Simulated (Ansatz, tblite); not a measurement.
Cost and result up the ladder for Li3S⁺ (4 atoms). The state is a singlet with charge 1. Geometry: B3LYP-D4/def2-TZVP.

Cartesian coordinates in Å:
```
Li -2.0617 0.3507 -0.5479
Li 1.1183 -1.5837 -0.9562
Li 0.9437 1.2334 1.5037
S -0.0003 -0.0004 0.0004
```

Ansatz on 2 threads of Arm Neoverse V1 on a shared host; xTB runs through tblite on one thread. Times are rough, summed over both states, and most runs start from the orbitals of an earlier one. CCSD(T)/def2-TZVPP serves as the yardstick here, not as an exact answer. Differences are given only for rows in sets of like size (and for xTB, whose basis is part of the method), since another set adds its own error. The other state is a triplet at its own geometry, which has other bonds, so the gap mixes isomer and spin.

The xTB rows come from tblite. B3LYP takes the VWN-RPA correlation. Correlated methods freeze 5 core orbitals; core or outer-core shells of Li are correlated, in sets that lack core-valence functions. The structure comes from a short search, and lower isomers may exist.

Correlated methods converge slowly with the basis (MP2 moves by 0.10 eV from def2-TZVP to def2-QZVPP here).

xTB has no spin-polarisation term.

| level | functions | triplet − singlet (eV) | difference from CCSD(T)/def2-TZVPP (eV) |
| --- | --- | --- | --- |
| GFN2-xTB | 21 | 2.75 | -0.65 |
| ωB97X-V/def2-TZVP | 79 | 3.56 | 0.16 |
| LDA (SPW92)/def2-TZVP | 79 | 3.75 | 0.35 |
| CAM-B3LYP-D4/def2-TZVP (with forces) | 79 | 3.48 | 0.08 |
| RPA@PBE/def2-TZVP | 79 | 3.22 | -0.18 |
| B2PLYP/def2-TZVP | 79 | 3.48 | 0.08 |
| B3LYP-D4/def2-TZVP | 79 | 3.43 | 0.03 |
| HF/def2-TZVP | 79 | 2.50 | -0.90 |
| CCSD(T)/def2-TZVPP | 99 | 3.40 | 0.00 |
| PBE0-D4/def2-TZVP | 79 | 3.39 | -0.01 |
| MP2/def2-TZVP | 79 | 3.53 | 0.13 |
| HF/STO-3G | 24 | 2.70 | – |
| BLYP-D4/def2-TZVP | 79 | 3.37 | -0.03 |
| r2SCAN0-D4/def2-TZVP | 79 | 3.41 | 0.01 |

Q: Estimate how long each takes.

A: GFN2-xTB 0.006 s; HF/STO-3G 0.2 s; HF/def2-TZVP 0.8 s; MP2/def2-TZVP 0.8 s; LDA (SPW92)/def2-TZVP 1.2 s; BLYP-D4/def2-TZVP 2.7 s; B3LYP-D4/def2-TZVP 2.8 s; RPA@PBE/def2-TZVP 3 s; B2PLYP/def2-TZVP 3.4 s; PBE0-D4/def2-TZVP 4.1 s; CAM-B3LYP-D4/def2-TZVP (with forces) 4.1 s; r2SCAN0-D4/def2-TZVP 6.6 s; CCSD(T)/def2-TZVPP 9.4 s; ωB97X-V/def2-TZVP 14 s. On shared hardware such times vary by a factor of up to 3.
